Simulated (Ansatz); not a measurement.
One change: `Cl[Si](Cl)(Cl)[GeH3]` becomes `Cl[SiH2]N[Si](Cl)(Cl)Cl`.

Ansatz, PBE0-D4/def2-TZVP geometries, multiplicity 1. Each molecule was computed in one conformer, which needn't be the lowest.

Scalar relativity is left out up to krypton.

```
                                      property  `Cl[Si](Cl)(Cl)[GeH3]`
         LUMO energy (ωB97M-V/def2-TZVPP) / eV                    1.55
            HOMO energy (PBE0/def2-TZVPP) / eV                   -8.49
           HOMO–LUMO gap (PBE/def2-TZVPP) / eV                    6.01
             LUMO energy (PBE/def2-TZVPP) / eV                   -1.31
size of the dipole moment (PBE/def2-TZVPP) / D                    1.40
         HOMO energy (ωB97M-V/def2-TZVPP) / eV                  -10.49
```

(1) Give the same properties after the change, and the shifts. (An estimate is asked.)

Answers

(1) The calculation gave: 
```csv
property,`Cl[SiH2]N[Si](Cl)(Cl)Cl`,shift
LUMO energy (ωB97M-V/def2-TZVPP) / eV,1.67,0.12
HOMO energy (PBE0/def2-TZVPP) / eV,-8.66,-0.17
HOMO–LUMO gap (PBE/def2-TZVPP) / eV,6.21,0.20
LUMO energy (PBE/def2-TZVPP) / eV,-1.04,0.27
size of the dipole moment (PBE/def2-TZVPP) / D,1.77,0.37
HOMO energy (ωB97M-V/def2-TZVPP) / eV,-10.93,-0.44
```

With PBE0 the HOMO falls by 0.17 eV and the LUMO rises by 0.29 eV, so the gap widens by about 0.46 eV. PBE moves the HOMO by 0.07 eV and ωB97M-V by -0.44 eV. Dipoles are sizes alone; their direction can turn.
